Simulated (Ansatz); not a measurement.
Cost and result up the ladder for Zn8H22S8 (38 atoms). Total charge 0; singlet. Geometry: PBE-D4/def2-SVP.

```
atom   x (Å)   y (Å)   z (Å)
 Zn1   2.105  -3.756  -1.968
  S2   1.212  -3.944   1.328
  S3  -0.481  -2.599  -1.236
 Zn4  -2.256  -1.631   0.104
 Zn5   1.635  -1.549   2.063
  S6  -0.672  -0.785   1.896
  S7  -2.764   0.592  -0.722
 Zn8  -3.081   3.516  -0.800
 Zn9  -0.584   1.558   2.560
 S10  -3.063   2.039   2.287
Zn11   1.172  -1.197  -2.202
 S12   2.226  -0.454  -0.052
 S13   0.021   0.545  -3.273
Zn14  -1.052   1.916  -1.700
Zn15   2.663   1.842   0.393
 S16   0.314   2.222   0.377
 H17   1.652  -4.782  -3.060
 H18   2.813  -3.411  -0.571
 H19   0.605  -4.230   2.535
 H20   2.414  -4.384   1.796
 H21  -1.176  -2.888  -2.370
 H22  -3.399  -2.543   0.671
 H23   2.553  -1.434   3.320
 H24  -1.178  -1.328   3.038
 H25  -3.431   0.267  -1.864
 H26  -4.356   3.639  -1.699
 H27  -2.307   3.765   0.583
 H28   0.018   2.104   3.892
 H29  -3.352   1.304   3.420
 H30  -2.997   3.191   3.014
 H31   2.348  -2.050  -2.903
 H32   3.436  -1.048  -0.249
 H33   1.029   1.340  -3.730
 H34   2.416   2.031  -2.114
 H35  -1.561   3.411  -2.029
 H36   3.914   2.683   0.731
 H37   3.026   2.482  -1.961
 H38   0.136   3.567   0.496
```

Ansatz on 2 threads of AMD EPYC 7R13 on a shared host and a share (18 GiB) of an NVIDIA H100 80GB HBM3. Times are rough, and most runs start from the orbitals of an earlier one. No level here is sound enough to serve as a yardstick. Binding counts from free atoms at the same level (Zn singlet, S triplet, H doublet; other spins of the atoms weren't run), without zero-point energy or a counterpoise term.

B3LYP takes the VWN-RPA correlation. Correlated methods freeze 112 core orbitals. The rows differ in basis, and correlated rows in double-zeta sets carry the largest basis error. Single mean-field runs in def2-SVP, def2-TZVP are fitted with def2-universal-jkfit. In the singlet geometry the species has come apart into loosely held pieces. In the singlet, H34 and H37 lie 0.77 Å apart (atoms count from 1), so H2 has formed as a molecule.

Correlated methods converge slowly with the basis, most of all in double-zeta sets.

| level | functions | wall time | binding energy per atom (eV) |
| --- | --- | --- | --- |
| PBE0-D4/def2-SVP | 502 | 7.5 s | 2.35 |
| PBE-D4/def2-SVP (with forces) | 502 | 13 s | 2.36 |
| MP2/def2-SVP | 502 | 13 s | 2.14 |
| r2SCANh-D4/def2-SVP | 502 | 14 s | 2.41 |
| B3LYP-D4/def2-SVP | 502 | 14 s | 2.32 |
| PBE-D4/def2-TZVP | 812 | 14 s | 2.30 |
| r2SCAN-D4/def2-SVP (with forces) | 502 | 16 s | 2.43 |
| PBE0-D4/def2-TZVP | 812 | 18 s | 2.30 |
